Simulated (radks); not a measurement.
The numbers below are computed, except where a source is named.
The rhodium ion Rh4+, 41 electrons, occupied as [Kr] 4d5 (the NIST ground configuration).

Level of theory: Dirac Kohn-Sham, LDA (Slater exchange, Perdew-Wang correlation), spin-unpolarised, spherical densities, point nucleus; open shells fill j = l - 1/2 first (a radial shooting solver on a logarithmic mesh with Libxc functionals).

Energy parts (hartree):
| part | energy |
|---|---|
| total | -4776.50192 |
| kinetic | 4978.78163 |
| electron-nucleus | -11488.28984 |
| Hartree | 1865.36790 |
| exchange-correlation | -132.36160 |

Orbitals (lengths in bohr, moments of r in powers of bohr):
orbital  occ.  eigenvalue (hartree)      <r^4>
1s1/2       2             -847.1009  5.385e-06
2s1/2       2             -124.5312  0.0009712
2p1/2       2             -115.5202  0.0006363
2p3/2       4             -110.2143  0.0007246
3s1/2       2             -23.86821    0.04726
3p1/2       2             -20.33899    0.04746
3p3/2       4             -19.42504    0.05275
3d3/2       4             -13.15420    0.04997
3d5/2       6             -12.97364    0.05168
4s1/2       2              -4.95608      1.658
4p1/2       2              -3.86047      2.285
4p3/2       4              -3.70721      2.536
4d3/2       4              -2.02145      6.659
4d5/2       1              -2.00153      6.876

The highest occupied level is 4d5/2 at -54.464 eV. For comparison, the ionisation energy in NIST's Atomic Spectra Database is 63 eV (theoretical). In exact Kohn-Sham theory the highest level is minus the ionisation energy, but local and semilocal functionals leave it too shallow, through self-interaction and a potential that decays too fast; potentials with the right tail come closer. Summed over all electrons, <r^2> = 22.84 bohr^2, which gives a Langevin (diamagnetic) susceptibility term of -18.1 x 10^-6 cm^3/mol. The density falls to 0.001 e/bohr^3 at r = 2.97 bohr.

Beside tabulated values, note that spin-unpolarised runs miss the spin-polarisation part of the exchange energy of open shells.
